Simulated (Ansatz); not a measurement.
Computed with Ansatz on PBE0-D4/def2-TZVP structures; ΔE is electronic, products minus reactants. CBS: MP2 limit from def2 TZ/QZ plus the TZ coupled-cluster correction, frozen cores. This one scheme is used for every species. DFT in def2-TZVPP. B3LYP here is the variant with VWN-RPA as its local correlation; programs differ in this. For Br outer-core shells are correlated without core-valence functions, which leaves a few kJ/mol of doubt a bond. Scalar relativity is left out up to krypton. One conformer a species, not always the lowest.

Consider the ligand exchange at the Si–C bond: `C[SiH2]CBr` + `OCO` → `C[SiH2]OCO` + `CBr`.

```csv
level,ΔE (eV)
PBE0-D4,-0.89
ωB97X-V,-0.97
r2SCAN,-0.97
PBE0,-0.90
B3LYP,-1.02
SCS-MP2/def2-TZVPP,-1.00
CCSD(T)/def2-TZVPP,-0.96
SCS-MP2/def2-QZVPP,-1.00
```

Task: What does CCSD(T)/CBS give? (Estimate.)

Result: Computed: -0.94 eV. The listed levels differ from it by 0.05, -0.03, -0.03, 0.04, -0.08, -0.06, -0.02, -0.06 eV.

Largest T1 diagnostic among the species: 0.011.

From PBE to PBE0 (25 % exact exchange), in def2-TZVPP and without D4, ΔE moves by −0.04 eV. In def2-TZVPP, CCSD(T) changes the Hartree–Fock value by +0.19 eV (the triples alone add +0.02 eV) and MP2 by +0.19 eV.
